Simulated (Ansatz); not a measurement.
C5H12Cl2NOV, SMILES `C[O][V]([Cl])([Cl])=[N]C(C)(C)C`, 22 atoms. Charge 0, multiplicity 1. Correlated methods include outer-core shells of V, which these sets cover unevenly. Scalar relativity is left out up to krypton. All runs use 4 threads of an AMD EPYC 7R13 on a shared host and a share of an NVIDIA H100 80 GB. Correlated methods freeze the cores.

(1) How many basis functions does each run have, and how long does it take in Ansatz? RKS ωB97M-V/def2-QZVPP energy; RKS PBE0-D4/def2-SVP energy; RKS r2SCAN-D4/def2-TZVPP energy and forces; RKS ωB97X-V/def2-TZVPP energy; RHF-MP2/def2-QZVPP energy; RKS B2PLYP (frozen core)/def2-TZVPP energy; RKS LC-ωPBE/def2-TZVPP energy; RKS ωB97M-V/def2-SVP energy; RHF-CCSD(T)/def2-SVP energy; RHF-MP2/def2-TZVPP energy; direct RPA on PBE orbitals/def2-TZVPP energy; RKS PBE0-D4/def2-QZVPP energy. (Best estimate.)

## Answers

(1) Computed: Other jobs shared the machine, so times are rough.

```
                                level                job  functions  wall time  peak host memory (GiB)
               RKS LC-ωPBE/def2-TZVPP             energy        533       19 s                     1.2
             RKS r2SCAN-D4/def2-TZVPP  energy and forces        533       27 s                     1.1
                   RHF-MP2/def2-TZVPP             energy        533       30 s                     1.1
               RKS ωB97X-V/def2-TZVPP             energy        533       32 s                     1.3
  RKS B2PLYP (frozen core)/def2-TZVPP             energy        533       35 s                     3.1
                 RKS ωB97M-V/def2-SVP             energy        225       39 s                       1
               RKS PBE0-D4/def2-QZVPP             energy        992       40 s                     1.6
                 RKS PBE0-D4/def2-SVP             energy        225       40 s                    0.87
               RKS ωB97M-V/def2-QZVPP             energy        992       61 s                     4.5
direct RPA on PBE orbitals/def2-TZVPP             energy        533       64 s                     3.1
                   RHF-MP2/def2-QZVPP             energy        992       90 s                      12
                 RHF-CCSD(T)/def2-SVP             energy        225       90 s                     1.2
```

LC-ωPBE has ω = 0.4 bohr⁻¹.
